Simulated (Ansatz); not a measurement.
`CB(C)Cl` + H₂O → `C[B-](C)([OH2+])Cl`  (adduct formation)

Program: Ansatz. Geometries: PBE0-D4/def2-TZVP. ΔE: electronic, gas phase. CBS: MP2 limit from def2 TZ/QZ plus the TZ coupled-cluster correction, frozen cores. This one scheme is used for every species. DFT in def2-TZVPP. B3LYP here is the variant with VWN-RPA as its local correlation; programs differ in this. HSE06 is defined as in plane-wave codes. One conformer a species, not always the lowest.

Task: Is it downhill or uphill in electronic energy at CCSD(T)/CBS, and by how much? (Best estimate.)

Result: The calculation gave: Downhill: ΔE = -6.9 kcal/mol.

Task: What do these levels give: revPBE-D4, r2SCANh-D4, HSE06-D4, BHLYP-D4, CAM-B3LYP-D4, revPBE, B3LYP, r2SCANh, r2SCAN0, SCS-MP2/def2-TZVPP, CCSD/def2-TZVPP, SCS-MP2/def2-QZVPP? (An estimate is asked.)

Result: Computed: revPBE-D4 -7.3, r2SCANh-D4 -8.3, HSE06-D4 -8.1, BHLYP-D4 -6.1, CAM-B3LYP-D4 -7.2, revPBE -1.2, B3LYP -2.4, r2SCANh -7.8, r2SCAN0 -7.9, SCS-MP2/def2-TZVPP -6.6, CCSD/def2-TZVPP -6.4, SCS-MP2/def2-QZVPP -6.0 kcal/mol.

Largest T1 diagnostic among the species: 0.010.

The D4 term adds −3.1 kcal/mol with B3LYP and −1.7 kcal/mol with PBE0; it sums over pairs of atoms, weighted by their polarisabilities, and B3LYP, whose exchange is more repulsive, gets the larger term. In def2-TZVPP, CCSD(T) changes the Hartree–Fock value by −8.9 kcal/mol (the triples alone add −1.2 kcal/mol) and MP2 by −9.8 kcal/mol.
